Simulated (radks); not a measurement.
Species: K XI. Configuration: [He] 2s2 2p5.

Calculated with a radial shooting solver on a logarithmic mesh with Libxc functionals: scalar-relativistic Kohn-Sham, LDA (Slater exchange, VWN5 correlation), spin-polarised, spherical densities, finite nucleus; open shells are filled with parallel spins first; Fermi nuclear charge, rms radius 3.4349 fm.

Energy parts (hartree):
total: -553.58471
kinetic: 557.05771
electron-nucleus: -1224.87452
Hartree: 138.77879
exchange-correlation: -24.54669

Orbitals (lengths in bohr, moments of r in powers of bohr; r(90%) holds 90 % of the orbital's charge):
\begin{tabular}{lrrrrr}
orbital & occ. & eigenvalue (hartree) & r(90%) & <1/r> & <r^2> \\ \hline
1s up & 1 & -139.7740 & 0.145 & 18.68 & 0.008855 \\
1s down & 1 & -139.6601 & 0.145 & 18.69 & 0.008843 \\
2s up & 1 & -22.30438 & 0.581 & 3.934 & 0.1657 \\
2s down & 1 & -22.13389 & 0.583 & 3.920 & 0.1667 \\
2p up & 3 & -19.85954 & 0.546 & 3.853 & 0.1363 \\
2p down & 2 & -19.66099 & 0.549 & 3.840 & 0.1375 \\
3s up & 0 & -7.88177 & 1.42 & 1.486 & 1.078 \\
3s down & 0 & -7.84668 & 1.42 & 1.480 & 1.086 \\
3p up & 0 & -7.18591 & 1.44 & 1.431 & 1.087 \\
3p down & 0 & -7.14781 & 1.45 & 1.425 & 1.098 \\
\end{tabular}

The highest occupied level is 2p down at -535.00 eV. The density falls to 0.001 e/bohr^3 at r = 1.19 bohr. Summed over all electrons, <r^2> = 1.034 bohr^2, which gives a Langevin (diamagnetic) susceptibility term of -0.819 x 10^-6 cm^3/mol. The spin density at the nucleus is -0.663 e/bohr^3 (1s -2.345, 2s 1.682). Spin moment in Bohr magnetons: 1. For comparison, the ionisation energy in NIST's Atomic Spectra Database is 566 eV (semi-empirical). In exact Kohn-Sham theory the highest level is minus the ionisation energy, but local and semilocal functionals leave it too shallow, through self-interaction and a potential that decays too fast; potentials with the right tail come closer.
